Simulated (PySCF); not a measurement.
Work out the structure from these simulated measurements.

Formula: CH9OPSi3.

- NMR, other nuclei: isotropic shieldings of nuclei other than C and H, by class: -555 (1 O), 403 (1 Si), 427 (2 Si), 717 (1 P) ppm [GIAO PBE0/pcSseg-1]
- UV, strongest line: among the 8 lowest singlet transitions: S5 at 6.17 eV (201 nm, f = 0.033) [TDDFT CAM-B3LYP/def2-SVPD]
- Rotational structure: rotational constants A, B, C: 1.979, 1.143, 0.810 GHz [GFN2-xTB]
- Triplet: lowest triplet excitation (Tamm–Dancoff): 2.69 eV [TDA CAM-B3LYP/def2-SVPD]
- 1H NMR: chemical shifts (computed TMS as zero) by class: 12.20 (1 H), 4.64 (2 H), 4.31 (6 H) ppm [GIAO PBE0/pcSseg-1]
- 13C NMR: chemical shifts (computed TMS as zero) by class: 246.9 (1 C) ppm [GIAO PBE0/pcSseg-1]
- UV, first state: lowest singlet excitation: 3.35 eV (370 nm, f = 0.000) [TDDFT CAM-B3LYP/def2-SVPD]
- Dipole: 2.16 D [CAM-B3LYP/def2-SVPD]

The electronic properties come from PySCF, for the isolated species, density fitting. Levels stand in brackets. Geometry: GFN2-xTB, one conformer, isolated molecule. NMR values are class means; diastereotopic atoms form classes of their own.

Question: Propose a structure and show how it fits.

Answer: Numbering: `[O:1]=[CH:2][SiH2:3][P:4]([SiH3:5])[SiH3:6]`. The one carbon: carbonyl carbon [C2] (246.9 ppm). Hydrogen classes from least to most shielded: 1 H on a carbonyl carbon, C2 (12.20 ppm), 2 H on an SiH2 silicon, Si3 (4.64 ppm), 6 H on 2 SiH3 silicons, Si5/Si6 (4.31 ppm, a mean of values up to 0.8 ppm apart in this geometry). The other shieldings belong to: -555 ppm, carbonyl oxygen [O1]; 403 ppm, SiH2 silicon [Si3]; 427 ppm, SiH3 silicon [Si5/Si6]; 717 ppm, three-coordinate phosphorus [P4]. S1 is mainly HOMO−1→LUMO (weight 0.87); the largest Löwdin shares of the orbital it empties are 0.42 on the carbonyl oxygen, 0.18 on the carbonyl carbon, 0.11 on the SiH2 silicon and 0.09 on the formyl hydrogen, of the orbital it fills 0.39 on the carbonyl carbon, 0.33 on the carbonyl oxygen, 0.13 on the SiH2 silicon and 0.06 on the formyl hydrogen. The optimised geometry has point group C1 and is an asymmetric top. Structure: `O=C[SiH2]P([SiH3])[SiH3]`. The assignments are read from this structure; whether some other isomer fits the data as well wasn't checked.

Conformer computed: `[O:1]=[CH:2][SiH2:3][P:4]([SiH3:5])[SiH3:6]`: O1–C2–Si3–P4 17°, C2–Si3–P4–Si5 -26°.
